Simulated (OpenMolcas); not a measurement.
An atom or ion with 40 electrons was computed by MS-CASPT2, IPEA 0.25 Eh, imaginary shift 0.1 Eh with spin-orbit coupling (OpenMolcas, ANO-RCC-VTZP, DKH2). The lowest levels that the run gave, each within 12 % of the measured value where one is at hand:

| J | Parity | E (cm-1) | g |
| --- | --- | --- | --- |
| 0 | even | 0.0 |  |
| 1 | even | 1248 | 1.500 |
| 2 | even | 3060 | 1.497 |
| 3 | even | 5100 | 1.494 |
| 4 | even | 7250 | 1.490 |
| 0 | even | 21800 |  |
| 4 | even | 24270 | 0.894 |
| 1 | even | 26860 | 1.466 |
| 5 | even | 27130 | 1.057 |
| 3 | even | 27860 | 0.919 |
| 2 | even | 28740 | 0.696 |
| 6 | even | 29100 | 1.154 |

**Question.** Which ion is it, and what are the configurations and terms?

**Answer.** Ag⁷⁺ (Z = 47, charge +7; active space 4 electrons in 10 orbitals (4d 5d)). J, parity and g give the terms where levels are pure, and mixed ones are named by the computed weights; the size of the splittings, set against known spectra of the 40-electron sequence, gives the charge. In order, with the measured energies in cm-1 (Atoms 5, 11 (2017), spectra Ag VII to Ag IX): 4d4 5D0, 4d4 5D1 (1340), 4d4 5D2 (3212), 4d4 5D3 (5292), 4d4 5D4 (7443), 4d4 3P0(1) (21309), 4d4 3H4 [69 %] (23302), 4d4 3P1(1) (26526), 4d4 3H5 (26250), 4d4 3G3 [51 %], 4d4 3F2(1) (28051), 4d4 3H6 (28185).

Term energies are means over components that CASPT2 splits; among the terms shown or strongly mixed into the levels shown the widest spread is 170 cm-1 (4d4 3H). Active for correlation alone: 5d; no level in the range computed is led by a configuration that fills it, so any true level of that kind is missing. Measured partners are found by configuration, term and J. A level has none where our copy of the source lacks it or the pairing is in doubt (some pairs that miss far off the trend of their configuration count as doubtful), and it then counts in no deviation. Only configurations of the active space appear.

A share in square brackets marks a mixed level and gives the weight of the term that names it. A number in round brackets counts repeated terms of one configuration in the order of the reference energies.
